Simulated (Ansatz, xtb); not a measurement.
## C4H2BrN3: 9 structures ranked

9 gas-phase structures of C4H2BrN3, from a drawn sample of its isomers (lower ones may exist). Each was relaxed with GFN2-xTB:

A. `N#Cc1cn[nH]c1Br`, a singlet
B. `N#Cc1cc(Br)n[nH]1`, a singlet
C. `N#Cc1n[nH]cc1Br`, a singlet
D. `N#Cc1[nH]ncc1Br`, a singlet
E. `N#Cn1nccc1Br`, a singlet
F. `N#Cn1ccc(Br)n1`, a singlet
G. `N#Cc1c[nH]nc1Br`, a singlet
H. `N#Cn1cc(Br)cn1`, a singlet
I. `N#Cc1cc(Br)[nH]n1`, a singlet

Q: Which do you expect lowest at r2SCAN-D4/def2-SVP, and how would the others follow?

A: Calculated order at r2SCAN-D4/def2-SVP: G (0.0), A (2.1), B (7.2), I (9.4), D (10.4), C (11.9), F (76.4), H (81.6), E (81.8) kJ/mol. Less than 1 kcal/mol parts G and A; B and I; I and D; D and C; H and E, so the order within those pairs means little.

Energies above the lowest of each column, in kJ/mol; the last columns are at PBE0-D3(BJ)/def2-SVP geometries and were run for some of them only (a dash: not run or not comparable):

```json
{"structure": "G", "GFN2-xTB": "6.7", "HF/STO-3G": "0.0", "r2SCAN-D4/def2-SVP": "0.0", "PBE0-D3(BJ)/def2-SVP": "0.0", "CCSD(T)/def2-SVP + ΔMP2/def2-TZVPP": "0.0"}
{"structure": "A", "GFN2-xTB": "7.0", "HF/STO-3G": "2.9", "r2SCAN-D4/def2-SVP": "2.1", "PBE0-D3(BJ)/def2-SVP": "1.9", "CCSD(T)/def2-SVP + ΔMP2/def2-TZVPP": "1.7"}
{"structure": "B", "GFN2-xTB": "8.5", "HF/STO-3G": "11.2", "r2SCAN-D4/def2-SVP": "7.2", "PBE0-D3(BJ)/def2-SVP": "9.3", "CCSD(T)/def2-SVP + ΔMP2/def2-TZVPP": "9.2"}
{"structure": "I", "GFN2-xTB": "12.3", "HF/STO-3G": "9.2", "r2SCAN-D4/def2-SVP": "9.4", "PBE0-D3(BJ)/def2-SVP": "9.3", "CCSD(T)/def2-SVP + ΔMP2/def2-TZVPP": "7.6"}
{"structure": "D", "GFN2-xTB": "11.2", "HF/STO-3G": "16.3", "r2SCAN-D4/def2-SVP": "10.4", "PBE0-D3(BJ)/def2-SVP": "11.6", "CCSD(T)/def2-SVP + ΔMP2/def2-TZVPP": "12.2"}
{"structure": "C", "GFN2-xTB": "14.6", "HF/STO-3G": "12.9", "r2SCAN-D4/def2-SVP": "11.9", "PBE0-D3(BJ)/def2-SVP": "10.7", "CCSD(T)/def2-SVP + ΔMP2/def2-TZVPP": "9.5"}
{"structure": "F", "GFN2-xTB": "0.0", "HF/STO-3G": "59.3", "r2SCAN-D4/def2-SVP": "76.4", "PBE0-D3(BJ)/def2-SVP": "–", "CCSD(T)/def2-SVP + ΔMP2/def2-TZVPP": "–"}
{"structure": "H", "GFN2-xTB": "2.9", "HF/STO-3G": "65.8", "r2SCAN-D4/def2-SVP": "81.6", "PBE0-D3(BJ)/def2-SVP": "–", "CCSD(T)/def2-SVP + ΔMP2/def2-TZVPP": "–"}
{"structure": "E", "GFN2-xTB": "6.5", "HF/STO-3G": "65.0", "r2SCAN-D4/def2-SVP": "81.8", "PBE0-D3(BJ)/def2-SVP": "–", "CCSD(T)/def2-SVP + ΔMP2/def2-TZVPP": "–"}
```

CCSD(T)/def2-SVP + ΔMP2/def2-TZVPP puts G lowest of those it was run on, with A within 1 kcal/mol; GFN2-xTB picks F. CCSD(T)/def2-SVP + ΔMP2/def2-TZVPP orders those it was run on as G (0.0), A (1.7), I (7.6), B (9.2), C (9.5), D (12.2) kJ/mol. Less than 1 kcal/mol parts G and A; I and B; B and C; C and D, so the order within those pairs means little. Frequencies (GFN2-xTB) were run for A, B, C, D, G, I alone. ΔMP2 is the change of the MP2 energy from the smaller to the larger basis.

Over these structures GFN2-xTB departs from r2SCAN-D4/def2-SVP by 35.6 kJ/mol on average once a common shift is removed. A GFN2-xTB relaxation took about 0.058 s and the r2SCAN-D4/def2-SVP energy about 3.6 s on a shared host (Ansatz 0.2.0, xtb 6.7.1).
